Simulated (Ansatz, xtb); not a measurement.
**Ranking isomers of C4H4BNOS**

6 gas-phase structures of C4H4BNOS, from a drawn sample of its isomers (lower ones may exist). Each was relaxed with GFN2-xTB; where two conformers were screened, the lower at r2SCAN-D4/def2-SVP is listed:

A. `Bc1ncsc1C=O`, a singlet
B. `Bc1cnc(C=O)s1`, a singlet
C. `Bc1ncc(C=O)s1`, a singlet
D. a singlet given by its coordinates
E. `Bc1nc(C=O)cs1`, a singlet
F. `Bc1csc(C=O)n1`, a singlet

D (Å):

```xyz
12

C    -0.3916    0.5340    0.2936
C     0.3081   -0.7330    1.9231
C    -0.1509    1.5113    1.2779
C    -0.4592    2.7699    0.7704
B    -0.9150    1.3188   -0.9695
N    -0.1144   -0.7152    0.7117
O    -0.8743    2.7594   -0.4260
S     0.4337    0.8052    2.7448
H    -0.1979    1.2804   -1.9089
H    -2.0340    1.0854   -1.2722
H     0.5835   -1.6317    2.4423
H    -0.3800    3.7145    1.2980
```

Close contacts (Å): C1–C3 1.41, C1–B5 1.58, C1–N6 1.35, C2–N6 1.28, C2–S8 1.75, C3–C4 1.39, C3–S8 1.73, C4–O7 1.27, B5–O7 1.54, C2–H11 1.07, C4–H12 1.08, B5–H9 1.18, B5–H10 1.18.

Task: Estimate their order in r2SCAN-D4/def2-SVP energy at these geometries, lowest first.

Result: Calculated order at r2SCAN-D4/def2-SVP: D (0.000), B (0.604), E (0.733), C (0.782), F (0.792), A (0.884) eV. Less than 1 kcal/mol parts C and F, so the order within that pair means little.

Energies above the lowest of each column, in eV; the last columns are at PBE0-D3(BJ)/def2-SVP geometries and were run for some of them only (a dash: not run or not comparable):

```tsv
structure	GFN2-xTB	HF/STO-3G	r2SCAN-D4/def2-SVP	PBE0-D3(BJ)/def2-SVP	CCSD(T)/def2-SVP + ΔMP2/def2-TZVPP
D	0.000	0.000	0.000	0.000	0.000
B	1.039	1.216	0.604	0.587	0.309
E	1.059	1.312	0.733	0.705	0.420
C	1.099	1.375	0.782	0.767	0.487
F	1.136	1.305	0.792	0.769	0.479
A	1.158	1.358	0.884	–	–
```

Every level run on D puts it lowest or level with the lowest. CCSD(T)/def2-SVP + ΔMP2/def2-TZVPP orders those it was run on as D (0.000), B (0.309), E (0.420), F (0.479), C (0.487) eV. Less than 1 kcal/mol parts F and C, so the order within that pair means little. Some further structures that were screened fall inside this span and aren't listed. Flexible structures stand in one conformer each, not always the lowest. Frequencies (GFN2-xTB) were run for B, C, D, E, F alone. Large T1 diagnostics make some coupled-cluster values less sure. ΔMP2 is the change of the MP2 energy from the smaller to the larger basis.

Over these structures GFN2-xTB departs from r2SCAN-D4/def2-SVP by 0.097 eV on average once a common shift is removed. A GFN2-xTB relaxation took about 0.1 s and the r2SCAN-D4/def2-SVP energy about 2.5 s on a shared host (Ansatz 0.2.0, xtb 6.7.1).
